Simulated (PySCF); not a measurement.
## From a log to its input

A PySCF 2.14 run on the atoms Ga 0 0 0; Ga 0 0 2.41 (angstrom) printed this (some set-up lines and the per-cycle HOMO/LUMO lines with their warnings removed):

```
PySCF version 2.14.0

[INPUT] verbose = 4
[INPUT] num. atoms = 2
[INPUT] num. electrons = 62
[INPUT] charge = 0
[INPUT] spin (= nelec alpha-beta = 2S) = 2
[INPUT] symmetry True subgroup None
[INPUT] Mole.unit = angstrom

nuclear repulsion = 211.012157549427
point group symmetry = Dooh
symmetry origin: [0.         0.         2.27711998]
symmetry axis x: [1. 0. 0.]
symmetry axis y: [0. 1. 0.]
symmetry axis z: [0. 0. 1.]
num. orbitals of irrep A1g = 11
num. orbitals of irrep E1gx = 6
num. orbitals of irrep E1gy = 6
num. orbitals of irrep A1u = 11
num. orbitals of irrep E1uy = 6
num. orbitals of irrep E1ux = 6
num. orbitals of irrep E2gx = 2
num. orbitals of irrep E2gy = 2
num. orbitals of irrep E2uy = 2
num. orbitals of irrep E2ux = 2
number of shells = 6
number of NR pGTOs = 252
number of NR cGTOs = 54
basis = ano-rcc-vdzp
ecp = {}

******** <class 'pyscf.x2c.sfx2c1e.sfX2C1eSymAdaptedUKS'> ********
method = sfX2C1eSymAdaptedUKS
initial guess = minao
damping factor = 0
level_shift factor = 0
DIIS = <class 'pyscf.scf.diis.CDIIS'>
diis_start_cycle = 1
diis_space = 8
diis_damp = 0
SCF conv_tol = 1e-09
SCF conv_tol_grad = None
SCF max_cycles = 50
direct_scf = True
direct_scf_tol = 1e-13
number electrons alpha = 32  beta = 30
XC library pyscf.dft.libxc version 7.0.0
    S. Lehtola, C. Steigemann, M. J.T. Oliveira, and M. A.L. Marques.,  SoftwareX 7, 1–5 (2018)
XC functionals = b3lyp
    P. J. Stephens, F. J. Devlin, C. F. Chabalowski, and M. J. Frisch.,  J. Phys. Chem. 98, 11623 (1994)
radial grids:
    Treutler-Ahlrichs [JCP 102, 346 (1995); DOI:10.1063/1.469408] (M4) radial grids

becke partition: Becke, JCP 88, 2547 (1988); DOI:10.1063/1.454033
pruning grids: <function nwchem_prune>
grids dens level: 3
symmetrized grids: True
atomic radii adjust function: <function treutler_atomic_radii_adjust>
small_rho_cutoff = 0

******** <class 'pyscf.x2c.sfx2c1e.SpinFreeX2CHelper'> ********
approx = 1e
xuncontract = 1
Freeze 0 electrons in irreps []
    62 free electrons in irreps A1g E1gx E1gy A1u E1uy E1ux E2gx E2gy E2uy E2ux
Set gradient conv threshold to 3.16228e-05
tot grids = 41808
init E= -3887.9146570592

cycle= 1 E= -3887.80387182537  delta_E= 0.111  |g|= 0.251  |ddm|= 1.18
cycle= 2 E= -3887.7958332069  delta_E= 0.00804  |g|= 0.347  |ddm|= 0.206
cycle= 3 E= -3887.81463418602  delta_E= -0.0188  |g|= 0.00339  |ddm|= 0.0895
cycle= 4 E= -3887.81464428288  delta_E= -1.01e-05  |g|= 0.00127  |ddm|= 0.0132
cycle= 5 E= -3887.81464588758  delta_E= -1.6e-06  |g|= 0.000377  |ddm|= 0.00409
cycle= 6 E= -3887.8146460098  delta_E= -1.22e-07  |g|= 5.15e-05  |ddm|= 0.000885
cycle= 7 E= -3887.81464601369  delta_E= -3.89e-09  |g|= 8.33e-06  |ddm|= 0.00019
cycle= 8 E= -3887.81464601375  delta_E= -6.37e-11  |g|= 5.07e-06  |ddm|= 2e-05
Extra cycle  E= -3887.81464601375  delta_E= -9.09e-13  |g|= 5.05e-06  |ddm|= 9.38e-07
converged SCF energy = -3887.81464601375  <S^2> = 2.0013162  2S+1 = 3.0008774
**** SCF Summaries ****
Total Energy =                       -3887.814646013754555
Nuclear Repulsion Energy =             211.012157549427400
One-electron Energy =                -5839.219047065203995
Two-electron Energy =                 1740.392243502022211
Two-electron Coulomb Energy =         1892.820122081679528
DFT Exchange-Correlation Energy =     -152.427878579657261
**** MO energy ****
[25 lines left out]
alpha MO #26 (E2uy #1), energy= -0.77234649125985 occ= 1
alpha MO #27 (E2ux #1), energy= -0.77234649125985 occ= 1
alpha MO #28 (A1u #6), energy= -0.770944737442346 occ= 1
alpha MO #29 (A1g #7), energy= -0.444651604407866 occ= 1
alpha MO #30 (A1u #7), energy= -0.309371960823333 occ= 1
alpha MO #31 (E1uy #4), energy= -0.162035626673854 occ= 1
alpha MO #32 (E1ux #4), energy= -0.162035626673854 occ= 1
alpha MO #33 (A1g #8), energy= -0.112951253836408 occ= 0
alpha MO #34 (E1gx #4), energy= -0.0337076455316416 occ= 0
alpha MO #35 (E1gy #4), energy= -0.0337076455316416 occ= 0
[19 lines left out]
[23 lines left out]
beta  MO #24 (E2gx #1), energy= -0.770412928758206 occ= 1
beta  MO #25 (E2gy #1), energy= -0.770412928758206 occ= 1
beta  MO #26 (A1u #6), energy= -0.769779835265466 occ= 1
beta  MO #27 (E2uy #1), energy= -0.769460989636262 occ= 1
beta  MO #28 (E2ux #1), energy= -0.769460989636262 occ= 1
beta  MO #29 (A1g #7), energy= -0.411889760261613 occ= 1
beta  MO #30 (A1u #7), energy= -0.287520970593143 occ= 1
beta  MO #31 (A1g #8), energy= -0.102133457918308 occ= 0
beta  MO #32 (E1uy #4), energy= -0.0912267056443941 occ= 0
beta  MO #33 (E1ux #4), energy= -0.0912267056443941 occ= 0
[21 lines left out]
 ** Mulliken pop alpha/beta on meta-lowdin orthogonal AOs **
 ** Mulliken pop       alpha | beta **
pop of  0 Ga 1s        1.00000 | 1.00000
pop of  0 Ga 2s        0.99999 | 0.99999
pop of  0 Ga 3s        0.99967 | 0.99965
pop of  0 Ga 4s        0.84635 | 0.83830
pop of  0 Ga 5s        0.00186 | 0.00304
pop of  0 Ga 2px       1.00000 | 1.00000
pop of  0 Ga 2py       1.00000 | 1.00000
pop of  0 Ga 2pz       1.00000 | 1.00000
pop of  0 Ga 3px       0.99999 | 0.99997
pop of  0 Ga 3py       0.99999 | 0.99997
pop of  0 Ga 3pz       0.99997 | 0.99997
pop of  0 Ga 4px       0.49997 | 0.00013
[42 lines left out]
In total            32.00000 | 30.00000
 ** Mulliken atomic charges   ( Nelec_alpha | Nelec_beta ) **
charge of  0Ga =     -0.00000  (    16.00000     15.00000 )
charge of  1Ga =      0.00000  (    16.00000     15.00000 )
Dipole moment(X, Y, Z, Debye):  0.00000, -0.00000,  0.00000
orbital energies (hartree): [array([-0.3094, -0.162 , -0.162 , -0.113 , -0.0337, -0.0337]), array([-0.7695, -0.4119, -0.2875, -0.1021, -0.0912, -0.0912])]
```

Q: Write the input that gave this log.

A: The input was:

```python
from pyscf import gto, dft

mol = gto.M(
    atom='Ga 0 0 0; Ga 0 0 2.41',
    basis='ano-rcc-vdzp',
    charge=0,
    spin=2,
    symmetry=True,
    verbose=4,
)
mf = dft.UKS(mol, xc='b3lyp')
mf = mf.sfx2c1e()
mf.kernel()
mf.analyze()
print('orbital energies (hartree):', [e[max(0, n-3):n+3].round(4) for e, n in zip(mf.mo_energy, mol.nelec)])
```

The bond length is a typed value, not an optimised one. No search for the lowest solution was made.
